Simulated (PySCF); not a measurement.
**From a computed spectrum to the compound**

A species of 9 atoms with charge 0 has these harmonic modes (PBE, small Gaussian bases with core potentials, PySCF 2.14.0):

| cm⁻¹ | km/mol | symmetry |
| --- | --- | --- |
| -21 | – |  |
| 64 | 4.4 |  |
| 74 | 0.1 |  |
| 79 | 4.5 |  |
| 81 | 4.8 |  |
| 88 | 2.6 |  |
| 140 | 8.5 |  |
| 147 | 9.9 |  |
| 155 | 42.3 |  |
| 268 | 0.0 |  |
| 296 | 24.7 |  |
| 298 | 27.1 |  |
| 298 | 27.0 |  |
| 614 | 0.0 |  |
| 646 | 12.7 |  |
| 648 | 13.0 |  |
| 654 | 4.4 |  |
| 2607 | 3.2 |  |
| 2608 | 3.4 |  |
| 2611 | 3.1 |  |
| 2614 | 3.1 |  |

(1) Which species is it, and in which structure?

Results:

(1) Pb(SH)4 (singlet):
```xyz
9

Pb   -0.0016    0.0011   -0.0010
S    -0.1666   -1.7102    1.8833
H    -0.8307   -0.8177    2.6736
S     0.1746   -1.3513   -2.1570
H    -0.5112   -2.3877   -1.5920
S     2.0378    1.5338    0.0363
H     2.7343    0.6665   -0.7535
S    -2.0359    1.5203    0.2453
H    -1.3791    2.5398   -0.3814
```
 Negative wavenumbers this small are taken as noise. 
 The answer isn't unique; the calculation gave this one.
